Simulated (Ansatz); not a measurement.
Species: sum formula H4GeO4, charge -1, multiplicity 2. 
Geometry from a B3LYP-D3(BJ)/def2-TZVP (Ansatz, a quantum-chemistry and plane-wave program) optimisation:
```
Ge
O 1 1.8537
H 2 0.9645 1 103.13
O 1 1.8537 2 110.39 3 86.07
H 4 0.9645 1 103.13 2 86.07
O 1 1.9453 2 91.03 3 178.03
H 6 0.9658 1 102.98 2 14.24
O 1 1.9453 2 91.48 3 -5.58
H 8 0.9658 1 102.98 2 124.68
```
Charge -1, spin multiplicity 2.

Basis-set convergence of Hartree-Fock and MP2 correlation energies (hartree) with Ansatz. Correlated levels leave the core frozen unless marked. UHF or UKS for open shells. No spin-orbit coupling. Frozen are the shells of the preceding noble gas and the d and f shells that filled before the atom's block. Non-relativistic. This anion needs diffuse functions, which these sets lack.

```
basis    functions        E(HF)  E(corr, MP2)
-------  ---------  -----------  ------------
cc-pVDZ        103  -2377.18812      -0.86098
cc-pVTZ        219            ?             ?
```

**Question.** Some entries are withheld; supply them.

**Answer.** 
- cc-pVTZ, E(HF): -2377.38523
- cc-pVTZ, E(corr, MP2): -1.11589
